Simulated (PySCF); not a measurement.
Two-component Hartree-Fock for Tm⁴¹⁺ (thulium, charge +41)

Start: [Ar] 3d10. Calculated with PySCF 2.14 in an uncontracted even-tempered set (16 s from 8.9 bohr⁻², ratio 2.8; 13 p from 12 bohr⁻², ratio 2.8; 8 d from 12 bohr⁻², ratio 2.8; 3 f from 46 bohr⁻², ratio 3): generalised Hartree-Fock with the X2C-1e Hamiltonian and a Gaussian nucleus; one run each with spin-orbit coupling (SO) switched off, then screened by Boettger's factors.

```tsv
spinor shell	electrons	ε, spin-free (eV)	ε, screened SO (eV)	weight of nominal j (screened SO)	rms radius, screened SO (bohr)
1s1/2	2	-61630.2	-61617.0	1.000	0.0227
2s1/2	2	-12090.2	-12086.3	1.000	0.0916
2p1/2	2	-10900.8	-11600.1	1.000	0.0781
2p3/2	4	-10900.8	-10610.0	1.000	0.0850
3s1/2	2	-4132.6	-4131.6	1.000	0.231
3p1/2	2	-3763.1	-3920.2	1.000	0.222
3p3/2	4	-3763.1	-3697.0	1.000	0.236
3d3/2	4	-3323.1	-3352.0	1.000	0.207
3d5/2	6	-3323.1	-3303.3	1.000	0.211
```

```json
{"quantity": "E (hartree)", "spin-free": "-12473.24437", "screened SO": "-12484.80265"}
{"quantity": "M_J", "spin-free": "0", "screened SO": "0"}
{"quantity": "⟨J²⟩", "spin-free": "0.000", "screened SO": "0.000"}
{"quantity": "⟨L²⟩", "spin-free": "0.000", "screened SO": "0.045"}
{"quantity": "⟨S²⟩", "spin-free": "0.000", "screened SO": "0.045"}
```

Breit and QED terms are absent; they matter most for the inner s and p1/2 levels.

Densities and radii are taken from the X2C orbitals without a picture-change correction, which distorts them close to the nucleus.

Without spin-orbit coupling the j labels of p, d and f shells carry no meaning; the spin-free column gives the mean over the occupied spinors of each nl shell.
